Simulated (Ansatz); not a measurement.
H3NSSi, SMILES `N[Si]S` (lower singlet) (charge 0, multiplicity 1). This singlet lies 2.24 eV below the relaxed triplet at the level frozen-core CCSD(T)/cc-pVTZ // PBE0-D3(BJ)/def2-TZVP (Ansatz, a first-principles code).

Cartesian coordinates (Å):
SMILES: N[Si]S
```xyz
6

N     -1.1960     0.0351     0.0516
Si     0.1715    -0.9873     0.0019
S      1.6685     0.5685    -0.0764
H     -1.2143     1.0440     0.0422
H     -2.1212    -0.3620     0.0953
H      2.6915    -0.2984    -0.1146
```
Charge 0, spin multiplicity 1.

Frozen-core energies in 6-31g from Ansatz at a geometry from PBE0-D3(BJ)/def2-TZVP; the HF reference has <S^2> = 0.00 and the T1 diagnostic is 0.017.

```
level    energy (Ha)
-------  -----------
HF        -742.56631
MP2       -742.77410
CCSD      -742.80050
CCSD(T)   -742.80603
```

Problem. Estimate the energies of CCSDT, CCSDT(Q) and CCSDTQ, and give each level's difference from CCSDTQ.

Solution. 
```json
[
 {"level": "MP2", "energy (Ha)": "-742.77410", "difference from CCSDTQ (mHa)": "33.15"},
 {"level": "CCSD", "energy (Ha)": "-742.80050", "difference from CCSDTQ (mHa)": "6.76"},
 {"level": "CCSD(T)", "energy (Ha)": "-742.80603", "difference from CCSDTQ (mHa)": "1.22"},
 {"level": "CCSDT", "energy (Ha)": "-742.80665", "difference from CCSDTQ (mHa)": "0.60"},
 {"level": "CCSDT(Q)", "energy (Ha)": "-742.80730", "difference from CCSDTQ (mHa)": "-0.05"},
 {"level": "CCSDTQ", "energy (Ha)": "-742.80725", "difference from CCSDTQ (mHa)": "0.00"}
]
```
